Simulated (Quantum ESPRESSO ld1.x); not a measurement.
Results of a calculation; reference values are marked as such.
Species: the praseodymium ion Pr35+. Configuration: [Ar] 3d6.

Code: ld1.x of Quantum ESPRESSO 7.5. Model: Dirac Kohn-Sham, relativistic LDA (MacDonald-Vosko exchange, VWN5 correlation), spin-unpolarised, spherical densities, point nucleus; open shells are shared between the two j in proportion to 2j + 1.

Energy parts (eV):
| part | energy |
|---|---|
| total | -228162 |
| kinetic | 246049 |
| electron-nucleus | -515319 |
| Hartree | 44888 |
| exchange-correlation | -3780 |

Orbitals (lengths in bohr, moments of r in powers of bohr):
orbital	occ.	eigenvalue (eV)	<r>	<r^2>	<r^4>	small-component weight
1s1/2	2	-43156.5	0.02418	0.0007954	1.669e-06	4.75e-02
2s1/2	2	-8280.34	0.1024	0.01242	0.0002654	1.04e-02
2p1/2	2	-7932.94	0.08584	0.009072	0.0001655	1.05e-02
2p3/2	4	-7451.37	0.09202	0.01029	0.0002069	9.84e-03
3s1/2	2	-2859.44	0.2609	0.07769	0.008953	3.55e-03
3p1/2	2	-2717.71	0.2489	0.07176	0.007970	3.50e-03
3p3/2	4	-2610.61	0.2594	0.07774	0.009281	3.33e-03
3d3/2	2.4	-2376.66	0.2277	0.06037	0.006242	3.21e-03
3d5/2	3.6	-2352.27	0.2309	0.06198	0.006540	3.16e-03

The highest occupied level is 3d5/2 at -2352.3 eV. For comparison, the ionisation energy in NIST's Atomic Spectra Database is 2400 eV (theoretical). In exact Kohn-Sham theory the highest level is minus the ionisation energy, but local and semilocal functionals leave it too shallow, through self-interaction and a potential that decays too fast; potentials with the right tail come closer. The density falls to 0.001 e/bohr^3 at r = 0.81 bohr. Summed over all electrons, <r^2> = 1.064 bohr^2, which gives a Langevin (diamagnetic) susceptibility term of -0.842 x 10^-6 cm^3/mol.

Beside tabulated values, note that spin-unpolarised runs miss the spin-polarisation part of the exchange energy of open shells.
